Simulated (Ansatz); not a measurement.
Input for Ansatz (development build ahead of 0.2.0):

```yaml
crystal:
  periodic: [false, false, false]
  atoms:
    - { symbol: Cr, position_ang: [0.0, 0.0, 0.0] }
    - { symbol: O, position_ang: [1.886, 0.0, 0.0] }
    - { symbol: H, position_ang: [2.426, 0.0, 0.8] }
    - { symbol: O, position_ang: [-0.943, 1.6333, 0.0] }
    - { symbol: H, position_ang: [-1.213, 2.101, 0.8] }
    - { symbol: O, position_ang: [-0.943, -1.6333, 0.0] }
    - { symbol: H, position_ang: [-1.213, -2.101, 0.8] }
basis:
  gaussian: { orbitals: pcseg-2 }
magnetization:
  initial_magnetization: 3
hamiltonian:
  xc: { name: wB97X }
```

The input is written out in the form of the current development build from the run's settings.

Output:

* Converged: yes
* Total energy: -1272.08694 hartree
* Spin squared of the determinant: 3.750
* Stability test: minimum among restricted orbitals

Caution: no unrestricted run beside it, a lower state can exist; other spin multiplicities were not run.
